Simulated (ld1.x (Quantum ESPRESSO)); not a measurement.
**Which change was made? (Te, TM)**

* Element: tellurium
* Generator: ld1.x (Quantum ESPRESSO) 7.5
* Type: norm-conserving Troullier–Martins (Kleinman–Bylander form)
* Functional: LDA (PZ)
* Relativity: scalar-relativistic
* Frozen core: [Kr] 4d10
* Valence charge: 6
* Reference configuration: 5s1 5p5
* Partial waves: 5p (bound): rc 2.20 bohr; 5s (bound): rc 1.70 bohr
* Local potential: the s channel
* Core correction: a·sin(br)/r model core, default radius (core density twice the valence density)

Cutoffs, loose and tight: the cutoffs (Ry, on a coarse ladder) from which the occupation-weighted sum of valence levels, in a spherical-Bessel basis at the reference potential, stays within 10 and 1 mRy of its value at 400 Ry. They do not see the model core or the augmentation charge, which bear on the density cutoff. Test errors are all-electron minus pseudo excitation energies from the reference, over the configurations 5s2 5p4; 5s2 5p3; 5s2 5p2; 5s2 5p4.3; 5s1 5p4; 5s2 5p3.5; 5s2 5p0 (two spin-polarised tests are not counted in the largest error); variants that change the core or the reference have their own tests. The largest error is taken over the tests solved by every variant that gives reliable tests at all, those not shown here included: 5s1 5p4; 5s2 5p2; 5s2 5p3; 5s2 5p3.5; 5s2 5p4; 5s2 5p4.3.

The base gives: outcome: generated; cutoff, loose: 25 Ry; cutoff, tight: 45 Ry; bound ghosts: none; largest test error (meV): -14.

Problem. After one change the result is: outcome: generated; cutoff, loose: 25 Ry; cutoff, tight: 45 Ry; bound ghosts: none; largest test error (meV): +19. Which change was it?
A. wave 5p (bound): rc 2.20 bohr becomes 5p (bound): rc 3.36 bohr
B. core correction none
C. wave 5s (bound): rc 1.70 bohr becomes 5s (bound): rc 2.34 bohr

Solution. B. The others give: wave 5s (bound): rc 1.70 bohr becomes 5s (bound): rc 2.34 bohr → outcome: generated; cutoff, loose: 18 Ry; cutoff, tight: 35 Ry; bound ghosts: none; largest test error (meV): -17 | wave 5p (bound): rc 2.20 bohr becomes 5p (bound): rc 3.36 bohr → outcome: generated; cutoff, loose: 25 Ry; cutoff, tight: 40 Ry; bound ghosts: none; largest test error (meV): -52.
